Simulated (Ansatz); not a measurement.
A CCSD(T) single point on AlClH7NSi2 (`[NH2][AlH][SiH2][SiH2]Cl`).

```yaml
crystal:
  periodic: [false, false, false]
  atoms:
    - {symbol: N, position_ang: [-1.868361, 1.038735, 0.909386]}
    - {symbol: Al, position_ang: [-0.481550, 0.383348, 1.778153]}
    - {symbol: Si, position_ang: [1.401756, -0.340728, 0.384617]}
    - {symbol: Si, position_ang: [0.648161, -0.829912, -1.770378]}
    - {symbol: Cl, position_ang: [-0.431479, 0.801974, -2.470724]}
    - {symbol: H, position_ang: [-2.716993, 1.376303, 1.334698]}
    - {symbol: H, position_ang: [-1.904057, 1.150185, -0.092301]}
    - {symbol: H, position_ang: [-0.544198, 0.285156, 3.358439]}
    - {symbol: H, position_ang: [2.082058, -1.567644, 0.897882]}
    - {symbol: H, position_ang: [2.447732, 0.715763, 0.248068]}
    - {symbol: H, position_ang: [-0.279153, -1.991170, -1.778805]}
    - {symbol: H, position_ang: [1.723187, -1.077208, -2.765034]}
basis:
  gaussian: {orbitals: def2-TZVPP}
correlation: {method: ccsd_t}
```

```sh
$ ansatz run in.yaml --threads 4 --pin off --events-out ev --progress --plain --max-ram 10444MiB
```

The program prints (abridged):

```
Functional definition: HF
1714 factors; integrals over basis functions are off by at most 1.9e-3 eV
mean field evaluation 1: about -36403.2470 eV, gradient 4.0e1 eV
mean field evaluation 2: about -36403.5014 eV, gradient 4.0e1 eV
mean field evaluation 4: about -36407.7303 eV, gradient 3.8e0 eV
mean field evaluation 8: about -36407.8188 eV, gradient 3.0e-1 eV
mean field -36407.81926443 eV, -1337.9626798614 hartree, gradient 8.2e-6 eV, S^2 0.000000; 0 other end points of the search recorded, 0 dependent functions left out
21 core orbitals not correlated: weight in the atoms' cores, before any rotation towards them, 1.000 or more for the frozen orbitals, at most 0.000 for the correlated occupied ones
reference -36407.81926443 eV, -1337.9626798614 hartree; 15, 15 occupied and 261, 261 virtual orbitals, 1714 factors
second order -19.90026981 eV of doubles, -0.00000000 eV of singles
cycle   1  -21.17843257 eV  change    -1.3e0 eV  update   1.0e-1
cycle   2  -21.78112020 eV  change   -6.0e-1 eV  update   3.3e-2
cycle   3  -21.86937828 eV  change   -8.8e-2 eV  update   1.5e-2
cycle   4  -21.85888780 eV  change    1.0e-2 eV  update   4.8e-3
cycle   5  -21.85723292 eV  change    1.7e-3 eV  update   2.3e-3
cycle   6  -21.85734173 eV  change   -1.1e-4 eV  update   7.3e-4
cycle   7  -21.85713830 eV  change    2.0e-4 eV  update   2.8e-4
cycle   8  -21.85721689 eV  change   -7.9e-5 eV  update   1.0e-4
cycle   9  -21.85725144 eV  change   -3.5e-5 eV  update   3.5e-5
perturbative correction -0.85933546 eV, -0.0315799955 hartree
Total energy: -36430.53585132 eV, -1338.7974990319 hartree
```

Hardware: 4 threads of an Arm Neoverse V1 on a shared host. Wall time 4.3 min, peak host memory 8.7 GiB.

The correlation energy is -22.717 eV, 3.8 % of it from (T); the T1 diagnostic reads 0.0126.
